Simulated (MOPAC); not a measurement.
Job for MOPAC: PM6 on C2H4O2 (a complex), monomers drawn apart or pushed together.

```
PM6 1SCF PRECISE CHARGE=0 THREADS=1
C2H4O2

C      0.03190326 1     0.02945807 1    -0.07735461 1
H     -0.97734099 1    -0.28654657 1     0.18376286 1
H      0.26346853 1     0.96972907 1     0.42142123 1
H      0.74163091 1    -0.73660622 1     0.23239895 1
H      0.09864521 1     0.16842008 1    -1.15532657 1
O      0.10943092 1     1.02426581 1     6.13064566 1
C     -0.12041904 1    -0.10999452 1     6.05686208 1
O     -0.35028918 1    -1.24428297 1     5.98652168 1
```

Program output:

```
*******************************************************************************
 **                                                                           **
 **                              MOPAC v23.2.5                                **
 **                                                                           **
 *******************************************************************************
 ** MOPAC's Digital Object Identifier: https://doi.org/10.5281/zenodo.6511958 **
 **                                                                           **
 ** Please cite the open-source release paper for use of this MOPAC version:  **
 ** J. E. Moussa and J. J. P. Stewart (2026)                                  **
 ** MOPAC: An open-source semiempirical molecular orbital program             **
 ** J. Open Source Softw., 11(119), 8025, https://doi.org/10.21105/joss.08025 **
 *******************************************************************************

                              PM6 CALCULATION RESULTS

 *******************************************************************************
 *  PM6        - The PM6 Hamiltonian to be used
 *
 *
 *
 *                 CHARGE ON SYSTEM = 0
 *
 *
 *
 *  PRECISE    - TIGHTER CRITERIA TO BE USED
 *  1SCF       - DO 1 SCF AND THEN STOP
 *  THREADS=1  - MULTI-THREADING NOT USED
 *  T=         - A TIME OF 172800.0 SECONDS REQUESTED
 *  DUMP=N     - RESTART FILE WRITTEN EVERY 7200.0 SECONDS REQUESTED
 *******************************************************************************
PM6 1SCF PRECISE CHARGE=0 THREADS=1
 C2H4O2

   ATOM   CHEMICAL          X               Y               Z
  NUMBER   SYMBOL      (ANGSTROMS)     (ANGSTROMS)     (ANGSTROMS)

     1       C          0.03190326  *   0.02945807  *  -0.07735461  *
     2       H         -0.97734099  *  -0.28654657  *   0.18376286  *
     3       H          0.26346853  *   0.96972907  *   0.42142123  *
     4       H          0.74163091  *  -0.73660622  *   0.23239895  *
     5       H          0.09864521  *   0.16842008  *  -1.15532657  *
     6       O          0.10943092  *   1.02426581  *   6.13064566  *
     7       C         -0.12041904  *  -0.10999452  *   6.05686208  *
     8       O         -0.35028918  *  -1.24428297  *   5.98652168  *



          CARTESIAN COORDINATES

    NO.       ATOM           X           Y           Z

     1         C          0.0319      0.0295     -0.0774
     2         H         -0.9773     -0.2865      0.1838
     3         H          0.2635      0.9697      0.4214
     4         H          0.7416     -0.7366      0.2324
     5         H          0.0986      0.1684     -1.1553
     6         O          0.1094      1.0243      6.1306
     7         C         -0.1204     -0.1100      6.0569
     8         O         -0.3503     -1.2443      5.9865

 General Reference for PM6:
 "Optimization of Parameters for Semiempirical Methods V: Modification of NDDO Approximations
 and Application to 70 Elements", J. J. P. Stewart, J. Mol. Mod., 13, 1173-1213 (2007)
 URL: https://link.springer.com/article/10.1007/s00894-007-0233-4

           Empirical Formula: C2 H4 O2  =     8 atoms



      MOLECULAR POINT GROUP   :   Cs


      RHF CALCULATION, NO. OF DOUBLY OCCUPIED LEVELS = 12


 -------------------------------------------------------------------------------
 PM6 1SCF PRECISE CHARGE=0 THREADS=1
 C2H4O2



     1SCF WAS SPECIFIED, SO BFGS WAS NOT USED
     SCF FIELD WAS ACHIEVED


                              PM6 CALCULATION
                                                       MOPAC v23.2.5 Linux




          FINAL HEAT OF FORMATION =        -96.78869 KCAL/MOL =    -404.96388 KJ/MOL


          COSMO AREA              =        120.76 SQUARE ANGSTROMS
          COSMO VOLUME            =         84.94 CUBIC ANGSTROMS

          IONIZATION POTENTIAL    =         13.048479 EV
          HOMO LUMO ENERGIES (EV) =        -13.048  0.324
          NO. OF FILLED LEVELS    =         12
          MOLECULAR WEIGHT        =         60.0524         POINT GROUP:  Cs

          MOLECULAR DIMENSIONS (Angstroms)

            Atom       Atom       Distance
            O     6    H     5     7.33607
            O     8    H     3     2.91516
            H     2    H     4     1.77596


          SCF CALCULATIONS        =          1





   ATOM   CHEMICAL          X               Y               Z
  NUMBER   SYMBOL      (ANGSTROMS)     (ANGSTROMS)     (ANGSTROMS)

     1       C          0.03190326  *   0.02945807  *  -0.07735461  *
     2       H         -0.97734099  *  -0.28654657  *   0.18376286  *
     3       H          0.26346853  *   0.96972907  *   0.42142123  *
     4       H          0.74163091  *  -0.73660622  *   0.23239895  *
     5       H          0.09864521  *   0.16842008  *  -1.15532657  *
     6       O          0.10943092  *   1.02426581  *   6.13064566  *
     7       C         -0.12041904  *  -0.10999452  *   6.05686208  *
     8       O         -0.35028918  *  -1.24428297  *   5.98652168  *

                             CARTESIAN COORDINATES

   1    C        0.031903260     0.029458070    -0.077354610
   2    H       -0.977340990    -0.286546570     0.183762860
   3    H        0.263468530     0.969729070     0.421421230
   4    H        0.741630910    -0.736606220     0.232398950
   5    H        0.098645210     0.168420080    -1.155326570
   6    O        0.109430920     1.024265810     6.130645660
   7    C       -0.120419040    -0.109994520     6.056862080
   8    O       -0.350289180    -1.244282970     5.986521680


           Empirical Formula: C2 H4 O2  =     8 atoms



      MOLECULAR POINT GROUP   :   Cs


                  EIGENVALUES
 -35.83448 -33.96519 -25.13385 -21.49140 -18.24633 -18.24602 -16.40389 -13.70056
 -13.67683 -13.66659 -13.04867 -13.04848   0.32361   0.32388   1.23906   3.92928
   5.95572   5.95659   5.96614   7.17778


              NET ATOMIC CHARGES AND DIPOLE CONTRIBUTIONS

  ATOM NO.   TYPE          CHARGE      No. of ELECS.   s-Pop       p-Pop
    1          C          -0.654977        4.6550     1.07937     3.57561
    2          H           0.163602        0.8364     0.83640
    3          H           0.163641        0.8364     0.83636
    4          H           0.163637        0.8364     0.83636
    5          H           0.164098        0.8359     0.83590
    6          O          -0.321229        6.3212     1.84139     4.47984
    7          C           0.642185        3.3578     1.05014     2.30767
    8          O          -0.320955        6.3210     1.84127     4.47968
 DIPOLE           X         Y         Z       TOTAL
 POINT-CHG.    -0.001    -0.003    -0.014     0.015
 HYBRID        -0.001    -0.001    -0.004     0.004
 SUM           -0.001    -0.005    -0.019     0.019


          ATOMIC ORBITAL ELECTRON POPULATIONS

     Atom    s        px        py        pz
    1  C   1.07937   1.19184   1.19047   1.19331
    2  H   0.83640
    3  H   0.83636
    4  H   0.83636
    5  H   0.83590
    6  O   1.84139   1.61061   1.24463   1.62461
    7  C   1.05014   0.75014   0.80971   0.74782
    8  O   1.84127   1.61045   1.24450   1.62473

 **********************
 *                    *
 * JOB ENDED NORMALLY *
 *                    *
 **********************




 == MOPAC DONE ==
```

The run finished.

Cost: very roughly 0.020 core-seconds.
